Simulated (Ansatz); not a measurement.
`[OH][SnH]([Cl])[CH2]F` → `CF` + `[OH][Sn][Cl]` at 400 K and 1 bar (stannylene formation by 1,1-elimination).

Calculated with Ansatz (gas phase, PBE0-D4/def2-TZVP geometries, no zero-point term in ΔE). CCSD(T)/CBS adds triple-zeta CCSD(T) − MP2 to the extrapolated MP2 energy (def2 sets, frozen cores). This one scheme is used for every species. Elements past krypton have def2 core potentials. For Sn outer-core shells are correlated without core-valence functions, which leaves a few kJ/mol of doubt a bond. One conformer a species, not always the lowest.

| species | CCSD(T)/CBS energy (Eh) | H − E (kJ/mol) | S (J/(mol·K)) |
| --- | --- | --- | --- |
| `[OH][SnH]([Cl])[CH2]F` | -889.27370 | 169.1 | 430.2 |
| `CF` | -139.63461 | 117.5 | 234.3 |
| `[OH][Sn][Cl]` | -749.66523 | 57.1 | 323.3 |

H − E and S are ideal-gas, rigid-rotor, harmonic terms from PBE0-D4/def2-TZVP, for one conformer and one mirror image of each species. 1 Eh = 2625.50 kJ/mol, R = 8.31446 J/(mol·K).

**Question.** By hand: ΔE, ΔH, ΔS and ΔG.

**Answer.** ΔE = (-139.63461) + (-749.66523) − (-889.27370) = -0.02614 Eh = -68.6 kJ/mol. Δ(H − E) = 117.5 + 57.1 − 169.1 = 5.5, so ΔH = -63.1 kJ/mol. ΔS = 234.3 + 323.3 − 430.2 = 127.4 J/(mol·K). ΔG = -63.1 − 400 × (127.4)/1000 = -114.1 kJ/mol.

**Question.** By hand: the equilibrium constant, and the temperature at which ΔG would vanish if ΔH and ΔS stayed fixed.

**Answer.** log₁₀ K = −ΔG/(RT ln 10) = 14.9. ΔH and −TΔS have one sign here, so there is no such temperature.

The number of gas molecules changes by +1, which sets the sign of ΔS. A doubt of 5 kJ/mol in ΔE shifts log₁₀ K by 0.7 here. Other conformers and mirror images would add mixing entropy, several J/(mol·K) or more a flexible species. Modes under 60 cm⁻¹, often nearly free rotors, make the harmonic entropy too high. These are equilibria of isolated gas molecules and say nothing of rates. Largest T1 diagnostic: 0.017 (customary marks: 0.02 for closed shells, 0.045 for open ones).
